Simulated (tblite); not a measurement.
Cost of one run: tight-binding relaxation, `[GeH3][Ge@@H]([C](C)(C)Cl)[SiH3]`.

Method: GFN2-xTB geometry optimisation, gas phase (tblite 0.8.0). Work: L-BFGS relaxation. The input is one job of a driver script: a line of settings, then coordinates in Å.

Command:
```bash
OMP_NUM_THREADS=1 python probes_run.py task.json out
```

Input:
```
{"job": {"kind": "relax", "xc": "GFN2-xTB", "basis": "xTB"}, "charge": 0, "multiplicity": 1}
C     -1.536300     0.037600     1.282100
C     -1.051400    -0.603100     0.011700
C     -2.037300    -0.325000    -1.067300
Cl    -0.854800    -2.353900     0.181800
Ge     0.635500     0.232000    -0.461100
Si     1.294200     1.823300     1.084700
Ge     2.355900    -1.346800    -0.935300
H     -2.145500    -0.619400     1.917400
H     -2.090900     0.956900     1.036500
H     -0.650100     0.350900     1.874800
H     -1.528700    -0.457100    -2.050700
H     -2.386900     0.735900    -1.020500
H     -2.920600    -0.996400    -1.026900
H      0.374400     1.013600    -1.785900
H      0.075300     2.393200     1.707600
H      2.023000     2.867700     0.338000
H      2.173200     1.243800     2.103500
H      2.584600    -2.358900     0.218700
H      2.007900    -2.047300    -2.266000
H      3.673400    -0.536300    -1.146000
```

Hardware: an Arm Neoverse N1 with one thread, no GPU, shared host with 64 logical CPUs at a one-minute load of 60.

Question: Which is nearest to the wall time?
A. 0.62 s
B. under 0.1 s
C. 5.0 s

Answer: C. The run took 5.0 s. The run took 247 evaluations, 20 ms each.

The host was shared with other jobs, so the times are rough.

The run converged: energy lowered by 16.3 kcal/mol over 246 steps; largest atomic force 0.009 eV/Å at the end.
